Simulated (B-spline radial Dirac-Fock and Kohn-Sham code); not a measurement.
**Si 3s: cross section and angular parameters**

System: neutral silicon, configuration 1s2 2s2 2p6 3s2 3p2; threshold 13.00 eV (orbital energy of the model). Level of theory: Dirac-Hartree-Slater photoionisation with a Latter tail; cross sections with all multipoles, angular parameters from the dipole term and its interference with E2; a radial atomic solver.

Input of the calculation (task.json; shells as n, l, electrons):

```json
{"items": [{
  "Z": 14,
  "q": 0,
  "cfg": [[1, 0, 2], [2, 0, 2], [2, 1, 6], [3, 0, 2], [3, 1, 2]],
  "A": 28,
  "rrms": 3.1224,
  "do": "xps",
  "hv": [60, 69.5, 101.0, 124.0, 147.0, 169.0, 299.0, 319.0, 354.0, 358.0, 366.0, 393.0, 400, 501.0, 524.0, 672.0, 1000, 1060.0, 1160.0, 1230.0, 2000, 2470.0, 2984.4, 3340.0, 5414.7, 6020.0, 8047.8, 8370.0, 9251.7],
  "edges": {"K": 1839.0, "L1": 149.7, "L2": 99.8, "L3": 99.2}
}]}
```

Launch: `python xray2_run.py task.json out`

| hν (eV) | σ (kb) | β | γ |
| --- | --- | --- | --- |
| 60 | 293 | 2.000 | 0.131 |
| 69.5 | 250 | 2.000 | 0.122 |
| 101 | 149 | 2.000 | 0.071 |
| 124 | 109 | 2.000 | 0.038 |
| 147 | 84.1 | 2.000 | 0.013 |
| 169 | 67.3 | 2.000 | -0.004 |
| 299 | 26.1 | 2.000 | -0.032 |
| 319 | 23.3 | 2.000 | -0.030 |
| 354 | 19.4 | 2.000 | -0.024 |
| 358 | 19.1 | 2.000 | -0.023 |
| 366 | 18.3 | 2.000 | -0.022 |
| 393 | 16.2 | 2.000 | -0.015 |
| 400 | 15.6 | 2.000 | -0.013 |
| 501 | 10.3 | 2.000 | 0.021 |
| 524 | 9.49 | 2.000 | 0.030 |
| 672 | 5.84 | 2.000 | 0.093 |
| 1000 | ? | ? | ? |
| 1060 | 2.26 | 2.000 | 0.261 |
| 1160 | 1.86 | 2.000 | 0.301 |
| 1230 | 1.63 | 2.000 | 0.329 |
| 2000 | 0.535 | 2.000 | 0.599 |
| 2470 | 0.321 | 2.000 | 0.741 |
| 2984.4 | 0.201 | 2.000 | 0.880 |
| 3340 | 0.151 | 2.000 | 0.969 |
| 5414.7 | 0.0423 | 2.000 | 1.403 |
| 6020 | 0.0317 | 2.000 | 1.511 |
| 8047.8 | 0.0142 | 2.000 | 1.832 |
| 8370 | 0.0127 | 2.000 | 1.878 |
| 9251.7 | 0.00956 | 2.000 | 2.000 |

**Question.** Give the values at 1000 eV.

**Answer.** σ = 2.57 kb, β = 2.000, γ = 0.236. For an s subshell δ is negligible.
